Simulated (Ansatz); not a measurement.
Ansatz (an electronic-structure program) input (r2SCAN0/def2-TZVPD):

Ansatz 0.2 input:
```yaml
crystal:
  periodic: [false, false, false]
  atoms:
    - {symbol: B, position_ang: [0.00000000, 0.00000000, 0.00000000]}
    - {symbol: O, position_ang: [-0.00000000, -0.00000000, -1.26121028]}
    - {symbol: O, position_ang: [0.00000000, 0.00000000, 1.26121028]}
basis:
  gaussian:
    orbitals: def2-TZVPD
hamiltonian:
  xc: {name: r2SCAN0}
magnetization: {spin_polarized: true, initial_magnetization: 1}
output: {forces: true}
```

End of the output:

```
integrals: 0.02 GiB planned
533 factors; their error is unknown
mean field: 0.40 GiB planned
mean field evaluation 1: about -4765.6291 eV, gradient 3.2e1 eV
mean field evaluation 2: about -4762.9863 eV, gradient 4.3e1 eV
mean field evaluation 4: about -4768.9631 eV, gradient 9.9e-1 eV
mean field evaluation 8: about -4768.9912 eV, gradient 1.6e-2 eV
mean field evaluation 16: about -4768.9912 eV, gradient 2.4e-5 eV
mean field -4768.99122582 eV, -175.2571950105 hartree, gradient 2.4e-5 eV, S^2 0.802035; 0 other end points of the search recorded, 0 dependent functions left out
the calculation of the forces begins
reference -4768.99124391 eV, -175.2571956752 hartree; 11, 10 occupied and 106, 107 virtual orbitals, 533 factors
Total energy: -4768.99124391 eV, -175.2571956752 hartree
Atom 0 at     0.000000     0.000000     0.000000 Å, force     0.000000     0.000000    -0.000000 eV/Å
Atom 1 at    -0.000000    -0.000000    -1.261210 Å, force    -0.000000    -0.000000     0.411570 eV/Å
Atom 2 at     0.000000     0.000000     1.261210 Å, force    -0.000000    -0.000000    -0.411570 eV/Å
Dipole moment:     0.000000    -0.000000    -0.000000 e Å
```

It need not be the lowest isomer of its formula.
